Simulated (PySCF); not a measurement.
Correlation energy of I²⁺ (iodine, charge +2)

[Kr] 4d10 5s2 5p2 5d1, one real determinant (an excited configuration). All numbers are calculated (PySCF 2.14, a scalar-relativistic core potential, in aug-cc-pwCVDZ-PP with ECP28MDF (6s5p4d1f, 48 functions)). Frozen: 4s2 4p6 4d10; 5 electrons correlated.

MP2 pair energies summed by pair of shells (mhartree):

```
 pair  energy  share (%)
5s-5p  -25.14       43.9
5s-5d  -12.15       21.2
5s-5s  -11.64       20.3
5p-5p   -4.15        7.3
5p-5d   -4.13        7.2
```

Total MP2 correlation energy: -57.22 mhartree.

Same-spin part -12.35 and opposite-spin part -44.87 mhartree; SCS-MP2 scales them by 1/3 and 6/5 to -57.96 mhartree.

The reference is one real determinant that mixes LS terms of this configuration.
